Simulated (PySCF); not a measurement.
Magnetic susceptibility: `InChI=1S/C5H8OSe/c1-6-5-3-2-4-7-5/h3H,2,4H2,1H3`

Geometry (Å), atoms numbered from 1 in this order:
```xyz
15

C     2.6949   -0.1100    0.0222
O     1.7212   -0.1086    1.0411
C     0.4333   -0.0832    0.6511
C    -0.1276   -0.0144   -0.5516
C    -1.6272   -0.0794   -0.5991
C    -2.1832    0.2751    0.7796
Se   -0.7886   -0.1748    2.1159
H     3.6583   -0.1690    0.5249
H     2.6434    0.8089   -0.5703
H     2.5694   -0.9728   -0.6396
H     0.4270    0.0328   -1.4734
H    -2.0234    0.6097   -1.3484
H    -1.9364   -1.0899   -0.8879
H    -3.0977   -0.2634    1.0204
H    -2.3678    1.3471    0.8705
```

Computed, not measured: GIAO HF/pcSseg-1 magnetisability, rotational g tensor and spin-rotation constants, non-relativistic, gas phase (PySCF). Geometry: GFN2-xTB.

The calculation is non-relativistic, which matters for the atoms heavier than Zn.

(1) How diamagnetic is it, and how anisotropic?

(2) Split it along the inertial axes a, b, c into diamagnetic and paramagnetic parts about the centre of mass, with the quadrupole moment.

(3) And the rotational g tensor?

Results:

(1) Isotropic -1405 × 10⁻³⁰ J/T², or -84.6 × 10⁻⁶ cm³/mol; principal values -1488, -1375, -1351 × 10⁻³⁰ J/T², anisotropy 127 × 10⁻³⁰ J/T² (root of half the summed squared differences of the principal values). The susceptibility is in cgs units.

(2) 
```csv
axis,χ (10⁻⁶ cm³/mol),diamagnetic (10⁻⁶ cm³/mol),paramagnetic (10⁻⁶ cm³/mol),summed x² of all electrons (Å²),quadrupole Θ (D Å)
a,-88.6,-515.9,427.3,199.4,+11.64
b,-81.4,-921.7,840.3,103.7,-3.50
c,-83.8,-1285.7,1201.9,17.9,-8.14
```
Anisotropies 2χaa − χbb − χcc = -11.9 and 2χbb − χaa − χcc = +9.5 × 10⁻⁶ cm³/mol. Θ is traceless in Buckingham's convention.

(3) 
```
axis  rotational constant (GHz)        g  nuclear part  electronic part
   a                     2.9100  -0.0160        0.5682          -0.5842
   b                     1.4683  -0.0068        0.5728          -0.5796
   c                     1.0009  -0.0023        0.5629          -0.5652
```
Asymmetric top; isotopes 12C, 1H, 16O, 80Se; no vibrational averaging.
